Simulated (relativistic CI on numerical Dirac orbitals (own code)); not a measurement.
Method of calculation: Dirac-Coulomb-Breit CI, KLI orbitals optimised for each configuration, model QED, unscaled Slater integrals (own radial code, finite nucleus).

The strongest absorption lines from the ground level of an ion, among the configurations computed and to levels below about 540 eV (vacuum wavelength in Å, gf): 22.944 (0.14), 26.008 (0.45), 33.378 (0.08), 34.537 (0.63), 35.355 (0.33), 52.199 (7.1), 65.419 (0.066), 70.161 (0.0018).

Question: Which ion is it?
A. Lu XXVI
B. Ta XXVIII
C. Tm XXIV
D. Ho XXII

Answer: A. Lu XXVI has 46 electrons and the ground level 4s²4p⁶4d¹⁰ ¹S0; the strongest line goes to 4s²4p⁶4d⁹4f ¹P°1. The pattern of lines fixes the number of electrons, and along that sequence the line energies rise steadily with the charge (about as its square where n changes within one kind of shell, about linearly where n is kept but much faster in heavy ions where fine structure, which grows about as Z⁴, sets the gap, and irregularly where shells cross), which fixes Z. Configurations outside the model, such as inner-shell arrays, can give stronger lines. At this charge energies of transitions that change n are usually good to better than 1 %, and those within a shell (Δn = 0) to a few per cent.

LS names give the leading component of a level, which can be under half, so a name can repeat, a term be missing and a line seem to break the LS rules.
